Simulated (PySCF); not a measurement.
## Calculated data, H8N2Si2, H5NOSi2

Computed with PySCF 2.14.0. Calculation on a computer-drawn molecule: the log of a Hartree-Fock and frozen-core CCSD(T) single point meant for a local Hartree-Fock minimum, with one planted fault or none, to be diagnosed. Offsets are logged minus clean, where the clean run is the same molecule without the fault. The reference is restricted for singlets and unrestricted otherwise, and also for a bond in bohr or an excited solution. Adding or removing an electron swaps singlet and doublet. The excited solution moves the top pair (singlet) or top alpha electron (doublet) to the lowest empty orbital. Highest occupied and lowest empty are orbital energies over both spins, largest force is the largest gradient component, triples share is (T) over the correlation energy, the T1 limit is 0.02 restricted and 0.045 unrestricted, electrons count all cores, a negative frequency is imaginary (commonest isotopes), and the dipole is about the centre of nuclear charge.

Common to all runs: meant charge 0; meant multiplicity 1; meant basis cc-pV(D+d)Z; logged SCF converged yes; logged CC converged yes; logged SCF stable within its kind yes; possible faults no fault, one electron removed, one electron added, multiplicity raised by two, geometry at a saddle point, SCF held on an excited solution, minimal basis STO-3G, one bond length entered in bohr, all coordinates scaled.

(1) H8N2Si2

Logged structure:
```xyz
12
H8N2Si2
N     -1.7223     1.5154     3.4258
Si    -0.5582     0.2678     2.6131
Si    -0.9448     0.2428     0.0601
N      0.0416    -1.0639    -0.8869
H     -1.6018     1.7230     4.4937
H     -2.7886     1.4620     3.1867
H     -0.7013    -1.2550     3.1741
H      0.9564     0.7225     2.9621
H     -2.5193    -0.0210    -0.2155
H     -0.5451     1.6831    -0.5553
H     -0.1326    -2.1183    -0.6516
H      1.1152    -0.8960    -1.0165
```

| Property | Result |
| --- | --- |
| logged electrons | 50 |
| logged basis functions | 114 |
| logged spin squared | 0 |
| logged highest occupied | -9.5257 eV |
| logged lowest empty | 2.8599 eV |
| logged largest force | 0.064689 hartree/bohr |
| logged T1 diagnostic | 0.01328 |
| logged D1 diagnostic | 0.03756 |
| logged triples share | 0.028045 |
| logged dipole magnitude | 1.306 debye |
| logged energy HF | -691.4014 hartree |
| logged energy CCSD(T) | -692.04221 hartree |
| planted fault | all coordinates scaled, by +9.0 % |
| HF energy offset from clean run | 47.67 kcal/mol |
| CCSD(T) energy offset from clean run | 35.42 kcal/mol |

Drawn bonds:
```
atom  other atom  order
   1           2      1
   2           3      1
   3           4      1
   1           5      1
   1           6      1
   2           7      1
   2           8      1
   3           9      1
   3          10      1
   4          11      1
   4          12      1
```

(2) H8N2Si2

Logged structure:
```xyz
12
H8N2Si2
N     -1.5801     1.3902     3.1429
Si    -0.5121     0.2457     2.3974
Si    -0.8668     0.2228     0.0552
N      0.0382    -0.9761    -0.8137
H     -1.4695     1.5808     4.1227
H     -2.5583     1.3413     2.9236
H     -0.6434    -1.1514     2.9120
H      0.8775     0.6628     2.7176
H     -2.3113    -0.0193    -0.1977
H     -0.5001     1.5441    -0.5094
H     -0.1217    -1.9434    -0.5978
H      1.0231    -0.8220    -0.9326
```

| Property | Result |
| --- | --- |
| logged electrons | 50 |
| logged basis functions | 36 |
| logged spin squared | 0 |
| logged highest occupied | -7.088 eV |
| logged lowest empty | 10.757 eV |
| logged largest force | 0.03159 hartree/bohr |
| logged T1 diagnostic | 0.0072989 |
| logged D1 diagnostic | 0.026624 |
| logged triples share | 0.010466 |
| logged dipole magnitude | 1.5895 debye |
| logged energy HF | -683.36382 hartree |
| logged energy CCSD(T) | -683.58374 hartree |
| planted fault | minimal basis STO-3G |
| HF energy offset from clean run | 5091 kcal/mol |
| CCSD(T) energy offset from clean run | 5343 kcal/mol |

Drawn bonds:
```
atom  other atom  order
   1           2      1
   2           3      1
   3           4      1
   1           5      1
   1           6      1
   2           7      1
   2           8      1
   3           9      1
   3          10      1
   4          11      1
   4          12      1
```

(3) H8N2Si2

Structure as in entry 2.

| Property | Result |
| --- | --- |
| logged electrons | 49 |
| logged basis functions | 114 |
| logged spin squared | 0.788 |
| logged highest occupied | -14.766 eV |
| logged lowest empty | -6.332 eV |
| logged largest force | 0.054692 hartree/bohr |
| logged T1 diagnostic | 0.055295 |
| logged D1 diagnostic | 0.37498 |
| logged triples share | 0.027998 |
| logged dipole magnitude | 6.0182 debye |
| logged energy HF | -691.17927 hartree |
| logged energy CCSD(T) | -691.78179 hartree |
| planted fault | one electron removed |
| HF energy offset from clean run | 187.1 kcal/mol |
| CCSD(T) energy offset from clean run | 198.8 kcal/mol |

Drawn bonds:
```
atom  other atom  order
   1           2      1
   2           3      1
   3           4      1
   1           5      1
   1           6      1
   2           7      1
   2           8      1
   3           9      1
   3          10      1
   4          11      1
   4          12      1
```

Notes: T1 above single-reference limit.

(4) H5NOSi2

Logged structure:
```xyz
9
H5NOSi2
N     -0.9758     2.7931     2.7619
Si    -0.1913     1.7237     1.6485
Si    -0.9065    -0.5909     2.0041
O     -0.3294    -1.2487     0.5957
H     -0.6987     3.7574     2.7939
H     -1.9699     2.7265     2.8800
H     -0.3692     2.0756     0.2017
H      1.2750     1.8288     1.8893
H      0.0891    -0.7293    -0.0763
```

| Property | Result |
| --- | --- |
| logged electrons | 48 |
| logged basis functions | 99 |
| logged spin squared | 0 |
| logged highest occupied | -8.0467 eV |
| logged lowest empty | 1.0399 eV |
| logged largest force | 2.114e-05 hartree/bohr |
| logged lowest frequency | 22.652 cm⁻¹ |
| logged T1 diagnostic | 0.015938 |
| logged D1 diagnostic | 0.053028 |
| logged triples share | 0.026042 |
| logged dipole magnitude | 2.2242 debye |
| logged energy HF | -710.1117 hartree |
| logged energy CCSD(T) | -710.71492 hartree |
| planted fault | no fault |
| HF energy offset from clean run | 0 kcal/mol |
| CCSD(T) energy offset from clean run | 0 kcal/mol |

Drawn bonds:
```
atom  other atom  order
   1           2      1
   2           3      1
   3           4      1
   1           5      1
   1           6      1
   2           7      1
   2           8      1
   4           9      1
```

(5) H5NOSi2

Structure as in entry 4.

| Item | Value |
| --- | --- |
| logged electrons | 47 |
| logged basis functions | 99 |
| logged spin squared | 0.7811 |
| logged highest occupied | -15.523 eV |
| logged lowest empty | -6.1503 eV |
| logged largest force | 0.06518 hartree/bohr |
| logged T1 diagnostic | 0.023798 |
| logged D1 diagnostic | 0.10077 |
| logged triples share | 0.027631 |
| logged dipole magnitude | 1.3492 debye |
| logged energy HF | -709.85184 hartree |
| logged energy CCSD(T) | -710.43028 hartree |
| planted fault | one electron removed |
| HF energy offset from clean run | 163.1 kcal/mol |
| CCSD(T) energy offset from clean run | 178.6 kcal/mol |

Drawn bonds:
```
atom  other atom  order
   1           2      1
   2           3      1
   3           4      1
   1           5      1
   1           6      1
   2           7      1
   2           8      1
   4           9      1
```

(6) H5NOSi2

Logged structure:
```xyz
9
H5NOSi2
N     -1.0588     3.0305     2.9967
Si    -0.2075     1.8702     1.7887
Si    -0.9836    -0.6411     2.1744
O     -0.3574    -1.3549     0.6464
H     -0.7581     4.0768     3.0314
H     -2.1373     2.9583     3.1248
H     -0.4006     2.2520     0.2188
H      1.3833     1.9842     2.0499
H      0.0966    -0.7913    -0.0828
```

| Property | Result |
| --- | --- |
| logged electrons | 48 |
| logged basis functions | 99 |
| logged spin squared | 0 |
| logged highest occupied | -8.3647 eV |
| logged lowest empty | 0.58501 eV |
| logged largest force | 0.062728 hartree/bohr |
| logged T1 diagnostic | 0.019322 |
| logged D1 diagnostic | 0.069077 |
| logged triples share | 0.029488 |
| logged dipole magnitude | 1.6104 debye |
| logged energy HF | -710.06038 hartree |
| logged energy CCSD(T) | -710.6808 hartree |
| planted fault | all coordinates scaled, by +8.5 % |
| HF energy offset from clean run | 32.2 kcal/mol |
| CCSD(T) energy offset from clean run | 21.41 kcal/mol |

Drawn bonds:
```
atom  other atom  order
   1           2      1
   2           3      1
   3           4      1
   1           5      1
   1           6      1
   2           7      1
   2           8      1
   4           9      1
```
